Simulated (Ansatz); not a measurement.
FeCl3, relaxed as a sextet with UKS r2SCAN-D4/def2-SVP in Ansatz, starting from the GFN2-xTB geometry. Force threshold 0.02 eV/Å.

Start:

Cartesian coordinates in Å:
```
Fe -0.0925 -0.4548 -0.1179
Cl 1.9839 -0.2409 0.0217
Cl -1.0171 -0.0729 1.7193
Cl -0.8742 0.7687 -1.6230
```

(1) Estimate the energy that the relaxation releases and the steps that it takes.

(2) Does the start keep its bonding and symmetry?

(3) Predict the relaxed structure.

Results:

(1) 7.9 kcal/mol, in 4 steps; 21 s on 4 threads of Arm Neoverse V1 on a shared host. No frequencies were taken in this run, so the end may be a saddle point.

(2) By distances, no bond broke or formed. The bond that changes most is Fe1–Cl4, from 2.09 to 2.14 Å (atoms count from 1). Point group C3v at the start, D3h at the end, both within 0.05 Å; within 0.015 Å the end is C3v.

(3) 
Cartesian coordinates in Å:
```
Fe -0.002 -0.009 -0.002
Cl 2.103 -0.420 -0.017
Cl -1.126 -0.239 1.809
Cl -0.974 0.667 -1.790
```
Bond lengths: 3 × Cl–Fe 2.14 Å.
